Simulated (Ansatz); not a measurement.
```xyz
17

C     0.0001    0.0000    0.0000
C     0.8891    0.8892    0.8891
C     0.8892   -0.8891   -0.8890
C    -0.8892    0.8891   -0.8891
C    -0.8891   -0.8892    0.8892
H     0.2602    1.5187    1.5187
H     1.5186    0.2603    1.5187
H     1.5187    1.5187    0.2602
H     0.2603   -1.5186   -1.5186
H     1.5186   -0.2603   -1.5186
H     1.5187   -1.5186   -0.2604
H    -1.5187    0.2603   -1.5187
H    -1.5187    1.5187   -0.2602
H    -0.2602    1.5186   -1.5186
H    -1.5187   -1.5187    0.2602
H    -0.2602   -1.5187    1.5187
H    -1.5187   -0.2603    1.5187
```

Basis set: cc-pVDZ (spherical functions). Frozen core: 5 orbitals. Charge 0, multiplicity 1.

Computed with Ansatz (development build ahead of 0.2.0); each method stands on the lowest determinant of its kind that the runs found. Restricted open shells among the atoms or ions are ROHF, correlated in semicanonical orbitals with singles.

The atomization energy at this shape (free ground-state atoms in the same class of orbitals less the molecule, no zero-point energy) of singlet C₅H₁₂:

| method | atomization energy |
| --- | --- |
| RHF-MP2 | 65.41 eV |

(1) What does RHF give?

Answers

(1) 52.87 eV.
